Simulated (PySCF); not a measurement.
CH3IMgO, SMILES C[O][Mg][I]. Atoms are numbered in the order given.

```xyz
7

Mg     0.0000     0.0000    -1.1198
I      0.0000     0.0000     1.4365
O      0.0000     0.0000    -2.8835
C      0.0000     0.0000    -4.2657
H     -0.8909     0.5144    -4.6791
H      0.8909     0.5144    -4.6791
H      0.0000    -1.0287    -4.6791
```

The structure is a stationary point at B3LYP-D3(BJ)/def2-SVP. The def2 effective core potentials stand for the cores of I; spin–orbit coupling is left out. The values are those of a single conformer.

All values below come from r2SCAN/def2-TZVPD run with PySCF.

Mulliken values depend strongly on the basis, most of all with diffuse functions as here. ESP charges are fitted to the potential on shells at 1.4 to 2.0 van der Waals radii. Atomic charges (e):

| atom | Mulliken | ESP fit |
|---|---|---|
| Mg1 | 1.05 | 0.70 |
| I2 | -0.42 | -0.34 |
| O3 | -0.72 | -0.28 |
| C4 | -0.36 | -0.53 |
| H5 | 0.15 | 0.15 |
| H6 | 0.15 | 0.15 |
| H7 | 0.15 | 0.15 |
